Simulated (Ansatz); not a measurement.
Cost and result for the atomization energy of `[NH2][Al]([NH2])[F]` (8 atoms, 7 bonds).

Z-matrix (Å, degrees):
```
N
Al 1 1.758
H 1 1.006 2 123.9
H 1 1.006 2 125.6 3 -180.0
N 2 1.758 1 123.8 3 180.0
F 2 1.652 1 118.1 3 -0.0
H 5 1.006 2 125.6 1 -0.0
H 5 1.006 2 123.9 1 -180.0
```

Charge 0, multiplicity 1. Geometry: relaxed with PBE0-D4/def2-TZVP. It is one conformer, not always the lowest. Program: Ansatz. Hardware: A = 2 threads of a server CPU on a shared host; B = 2 threads of an AMD EPYC 7R13 on a shared host and a share of an NVIDIA H100 80 GB. Times are those of one run each, without the atoms' runs, and a repeat can differ threefold. Electronic energies, without spin–orbit coupling; frozen cores. CCSD(T)/CBS extrapolates def2-TZVPP and def2-QZVPP, and its time is that of the two runs behind it. T1 = 0.010. HSE06 is the plane-wave form, built on full-range PBE exchange.

CCSD(T)/CBS is a level of theory with its own doubt, some kJ/mol a heavy atom from the limit and from the frozen cores, so smaller differences don't rank the functionals.

```tsv
level	functions	wall time
LDA (SPW92)/def2-TZVPP [A]	191	2.8 s
revPBE-D4/def2-TZVPP [A]	191	3 s
BLYP-D4/def2-TZVPP [A]	191	3.8 s
HSE06-D4/def2-TZVPP [A]	191	4 s
PBE0-D4/def2-TZVPP [A]	191	4.1 s
BHLYP-D4/def2-TZVPP [A]	191	5 s
CCSD(T)/def2-SVP [A]	80	5.5 s
r2SCANh-D4/def2-TZVPP [A]	191	6.5 s
r2SCAN-D4/def2-TZVPP (with forces) [A]	191	7 s
CCSD(T)/def2-TZVPP [B]	191	8.5 s
ωB97M-V/def2-TZVPP (with forces) [A]	191	13 s
CCSD(T)/def2-QZVPP [B]	361	22 s
CCSD(T)/CBS(def2)	–	30 s
```

(1) What atomization energy does each give, and how far from CCSD(T)/CBS? (Estimate.)

Results:

(1) Ansatz gave: 
```json
{"level": "LDA (SPW92)/def2-TZVPP [A]", "atomization (kcal/mol)": "792.5", "difference from CCSD(T)/CBS": "92.0", "per bond": "13.1"}
{"level": "revPBE-D4/def2-TZVPP [A]", "atomization (kcal/mol)": "686.1", "difference from CCSD(T)/CBS": "-14.4", "per bond": "-2.1"}
{"level": "BLYP-D4/def2-TZVPP [A]", "atomization (kcal/mol)": "701.5", "difference from CCSD(T)/CBS": "1.0", "per bond": "0.1"}
{"level": "HSE06-D4/def2-TZVPP [A]", "atomization (kcal/mol)": "688.9", "difference from CCSD(T)/CBS": "-11.6", "per bond": "-1.7"}
{"level": "PBE0-D4/def2-TZVPP [A]", "atomization (kcal/mol)": "688.5", "difference from CCSD(T)/CBS": "-12.0", "per bond": "-1.7"}
{"level": "BHLYP-D4/def2-TZVPP [A]", "atomization (kcal/mol)": "672.7", "difference from CCSD(T)/CBS": "-27.8", "per bond": "-4.0"}
{"level": "CCSD(T)/def2-SVP [A]", "atomization (kcal/mol)": "639.4", "difference from CCSD(T)/CBS": "-61.1", "per bond": "-8.7"}
{"level": "r2SCANh-D4/def2-TZVPP [A]", "atomization (kcal/mol)": "687.1", "difference from CCSD(T)/CBS": "-13.4", "per bond": "-1.9"}
{"level": "r2SCAN-D4/def2-TZVPP (with forces) [A]", "atomization (kcal/mol)": "693.3", "difference from CCSD(T)/CBS": "-7.2", "per bond": "-1.0"}
{"level": "CCSD(T)/def2-TZVPP [B]", "atomization (kcal/mol)": "675.4", "difference from CCSD(T)/CBS": "-25.1", "per bond": "-3.6"}
{"level": "ωB97M-V/def2-TZVPP (with forces) [A]", "atomization (kcal/mol)": "699.8", "difference from CCSD(T)/CBS": "-0.7", "per bond": "-0.1"}
{"level": "CCSD(T)/def2-QZVPP [B]", "atomization (kcal/mol)": "690.7", "difference from CCSD(T)/CBS": "-9.8", "per bond": "-1.4"}
{"level": "CCSD(T)/CBS(def2)", "atomization (kcal/mol)": "700.5", "difference from CCSD(T)/CBS": "0.0", "per bond": "0.0"}
```

From BLYP to BHLYP (50 % exact exchange), in def2-TZVPP and without D4, the atomization energy moves by −26.1 kcal/mol: exact exchange takes away binding that semilocal exchange gives to molecules. In def2-TZVPP, CCSD(T) changes the Hartree–Fock value by +194.5 kcal/mol (the triples alone add +10.4 kcal/mol) and MP2 by +210.4 kcal/mol; breaking electron pairs costs correlation energy, which Hartree–Fock lacks. The D4 term adds +4.5 kcal/mol with B3LYP and +2.3 kcal/mol with PBE0; it sums over pairs of atoms, weighted by their polarisabilities, and B3LYP, whose exchange is more repulsive, gets the larger term.

B3LYP here is the variant with VWN-RPA as its local correlation; programs differ in this.
